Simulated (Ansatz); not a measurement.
CH6BSbSe, relaxed with RKS PBE0-D4/def2-TZVP in Ansatz from a PBE-D4/def2-SVP geometry. The force threshold is 0.005 eV/Å; the program also tests the step.

The species carries charge 0 and has multiplicity 1. Sb takes the def2 core potential. The bonds changed during the relaxation, so this is another structure than the one it started from.

Start:

```xyz
10

Se    0.783   -0.207    1.854
C    -0.991   -0.035    0.902
B     0.036   -0.282   -0.252
Sb    0.857    1.522   -1.395
H     0.650   -1.668    2.101
H    -1.374    0.975    1.136
H    -1.673   -0.828    1.258
H     0.215   -1.411   -0.662
H    -0.420    1.374   -2.567
H     1.918    0.561   -2.375
```

| step | energy (eV) | largest force (eV/Å) | largest move (Å) |
| --- | --- | --- | --- |
| 1 | -73688.7254 | 0.565 | 0.000 |
| 2 | -73688.7593 | 0.347 | 0.048 |
| 3 | -73688.7678 | 0.052 | 0.019 |
| 4 | -73688.7681 | 0.033 | 0.020 |
| 5 | -73688.7684 | 0.010 | 0.010 |
| 6 | -73688.7684 | 0.004 | 0.001 |

End:

```xyz
10

Se    0.769   -0.203    1.845
C    -0.980   -0.038    0.897
B     0.024   -0.289   -0.255
Sb    0.842    1.489   -1.388
H     0.650   -1.648    2.080
H    -1.358    0.957    1.119
H    -1.649   -0.818    1.252
H     0.203   -1.404   -0.641
H    -0.405    1.384   -2.554
H     1.903    0.569   -2.356
```

Run time 15 s (4 threads of a server CPU on a shared host); peak host memory 0.65 GiB.
